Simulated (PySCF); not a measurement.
Pentafluorochloroethane, C₂ClF₅.
SMILES: `FC(F)(F)C(F)(F)Cl`

Torsions of this conformer, `[F:1][C:2]([F:3])([F:4])[C:5]([F:6])([F:7])[Cl:8]`: F1–C2–C5–F6 59°.

The closed-shell ground state was solved at several levels (PySCF, density fitting, gas phase, non-relativistic). Geometry: PBE0-D3(BJ)/def2-TZVP; no solvent, vibrations or thermal averaging.

```tsv
level	basis functions	HOMO (eV)	LUMO (eV)	gap (eV)	dipole (D)
wB97X-D/aug-cc-pVTZ	372	-12.06	1.36	13.42	0.45
PBE0/aug-cc-pVTZ	372	-10.16	-0.33	9.83	0.46
KT3/pcSseg-2	295	-8.77	-1.36	7.41	0.37
B97-2/pcSseg-2	295	-9.90	-0.28	9.62	0.44
CAM-B3LYP/aug-cc-pVTZ	372	-11.64	0.55	12.19	0.54
PBE0/pcSseg-2	295	-10.19	-0.19	10.00	0.46
```

Question: What might wB97X-D/pcSseg-2 (295 basis functions) give for the same quantities?

Answer: HOMO -12.10 eV, LUMO 1.70 eV, gap 13.80 eV, dipole 0.44 D.

Question: Over all these levels, which gives the widest orbital gap and which the narrowest?

Answer: wB97X-D/pcSseg-2 (range-separated hybrid) has the widest, 13.80 eV, and KT3/pcSseg-2 (GGA) the narrowest, 7.41 eV. The two share the basis. From the narrowest to the widest the HOMO moves by -3.33 eV and the LUMO by +3.06 eV.

Question: In the pcSseg-2 basis, how does the gap go with the fixed share of exact exchange?

Answer: KT3 (0 %) 7.41 eV; B97-2 (21 %) 9.62 eV; PBE0 (25 %) 10.00 eV. Each rise in the share widens the gap here.

Question: How far do the dipole and the HOMO energy spread over the levels?

Answer: The dipole runs from 0.37 to 0.54 D (mean 0.45 D) and the HOMO from -12.10 to -8.77 eV.
